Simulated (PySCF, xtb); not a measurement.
B2F3, SMILES F[B]B(F)F (connectivity only; charge and spin as stated), charge +1, multiplicity 1. Other conformers were not sampled.

Harmonic wavenumbers (cm⁻¹) from GFN2-xTB (xtb) at its own minimum, in rising order: 66, 149, 310, 424, 488, 502, 1151, 1486, 1823.

Task: What does ωB97X-D3(BJ)/def2-SVP (PySCF) give at its own minimum? (An estimate is asked for; the answer gives what the named calculation found.)

Result: 130, 251, 368, 467, 589, 617, 1224, 1638, 1775. Paired by order, the mean absolute difference is 84 cm⁻¹ and the zero-point energies are 9.1 and 10.1 kcal/mol.
